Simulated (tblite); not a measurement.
Species: C5H11OS (doublet state).
Bonds: C1–C2, C2–C3, C2–C4, C4–O5, C2–C6, C6–S7. Hydrogens: H8, H9, H10 on C1; H11, H12, H13 on C3; H14, H15 on C4; H16 on O5; H17, H18 on C6.

Computed with GFN2-xTB (tblite), gas phase: L-BFGS steps from a force-field or distance-geometry start until the largest atomic force falls under 0.01 eV/Å.

Step 57: E = -641.8163 eV
```
atom  x, y, z in Å  |  force x, y, z in eV/Å
C1     -0.8284   -0.0991    1.3243   -0.005   0.028   0.006
C2     -0.1039   -0.1422   -0.0277   -0.001  -0.124  -0.069
C3     -0.3500   -1.4842   -0.7217    0.040  -0.178  -0.047
C4      1.4248    0.0251    0.1638    0.015  -0.064  -0.026
O5      1.8060    1.0778    0.9964    0.021  -0.110   0.055
C6     -0.6482    0.9321   -0.9793   -0.054   0.077  -0.015
S7     -0.3704    2.6342   -0.4804    0.039   0.068   0.033
H8     -0.1202   -0.2483    2.1358   -0.029   0.032  -0.014
H9     -1.3113    0.8650    1.4635    0.059   0.040   0.101
H10    -1.5943   -0.8708    1.3888    0.050   0.050  -0.053
H11    -1.4127   -1.6835   -0.8729    0.102   0.160   0.040
H12     0.0530   -2.2885   -0.1111    0.025  -0.039  -0.044
H13     0.1391   -1.4997   -1.6964    0.003  -0.092   0.084
H14     1.9068    0.1137   -0.8257   -0.053  -0.033   0.071
H15     1.8137   -0.8709    0.6585   -0.023  -0.022  -0.077
H16     1.5325    1.9100    0.5920   -0.119   0.200  -0.031
H17    -1.7324    0.8178   -1.0413   -0.008  -0.009  -0.111
H18    -0.2129    0.8178   -1.9781   -0.062   0.020   0.097
```

Step 58: E = -641.8254 eV
```
atom  x, y, z in Å  |  force x, y, z in eV/Å
C1     -0.8130   -0.1058    1.3251   -0.039   0.015   0.018
C2     -0.0964   -0.1507   -0.0316    0.000   0.025   0.046
C3     -0.3567   -1.4907   -0.7219    0.014  -0.052   0.041
C4      1.4296    0.0227    0.1577    0.014   0.035   0.037
O5      1.7942    1.0950    0.9755   -0.071   0.134  -0.104
C6     -0.6370    0.9374   -0.9749   -0.033   0.002   0.029
S7     -0.3622    2.6425   -0.4745    0.007  -0.007   0.020
H8     -0.1070   -0.2718    2.1356   -0.015   0.060  -0.036
H9     -1.2936    0.8582    1.4762    0.097   0.035   0.081
H10    -1.5816   -0.8724    1.3835   -0.022   0.002  -0.034
H11    -1.4203   -1.6447   -0.9029    0.053   0.078   0.023
H12    -0.0040   -2.2981   -0.0846    0.045  -0.042  -0.094
H13     0.1591   -1.5253   -1.6789    0.049  -0.129   0.021
H14     1.9072    0.1028   -0.8318    0.007  -0.004   0.000
H15     1.8356   -0.8588    0.6640   -0.064  -0.043  -0.067
H16     1.4541    1.9213    0.5836    0.030  -0.148   0.105
H17    -1.7202    0.8219   -1.0429   -0.026   0.007  -0.101
H18    -0.1966    0.8226   -1.9687   -0.045   0.034   0.015
```

**Question.** Estimate the geometry and energy of step 59. (The exact step hangs on the optimiser's Hessian estimate; all steps are aligned on step 58, rigid shifts and turns removed.)

**Answer.** E = -641.8274 eV, largest force 0.135 eV/Å
```
atom  x, y, z in Å  |  force x, y, z in eV/Å
C1     -0.8139   -0.1044    1.3243   -0.031   0.006   0.013
C2     -0.0973   -0.1516   -0.0325    0.001   0.050   0.052
C3     -0.3551   -1.4934   -0.7216    0.017   0.042   0.031
C4      1.4286    0.0231    0.1581   -0.008   0.033   0.022
O5      1.7916    1.0936    0.9781   -0.003   0.037  -0.028
C6     -0.6396    0.9376   -0.9747   -0.024  -0.013   0.034
S7     -0.3632    2.6424   -0.4722   -0.001  -0.023   0.015
H8     -0.1084   -0.2673    2.1351    0.002   0.046  -0.026
H9     -1.2950    0.8589    1.4766    0.089   0.040   0.062
H10    -1.5804   -0.8722    1.3829   -0.041  -0.008  -0.026
H11    -1.4174   -1.6440   -0.9011   -0.008   0.048   0.011
H12    -0.0014   -2.2989   -0.0867    0.059  -0.092  -0.040
H13     0.1591   -1.5288   -1.6783    0.066  -0.117  -0.009
H14     1.9062    0.1046   -0.8302    0.017   0.004  -0.025
H15     1.8341   -0.8600    0.6608   -0.058  -0.048  -0.047
H16     1.4658    1.9208    0.5846   -0.026  -0.049   0.046
H17    -1.7225    0.8213   -1.0464   -0.026   0.011  -0.079
H18    -0.2000    0.8243   -1.9682   -0.024   0.033  -0.007
```

The energy changes by -0.0020 eV. The first-order estimate −F·Δx gives -0.0028 eV and the mean of the old and new forces, exact on a quadratic surface, -0.0020 eV. The step makes an angle of 67° with the force vector and moves no atom by more than 0.012 Å.

The cost below is that of the whole relaxation. Time: 0.8 s. Hardware: one thread, Arm Neoverse V2 (aarch64), shared host with 192 logical CPUs at a one-minute load of 28.
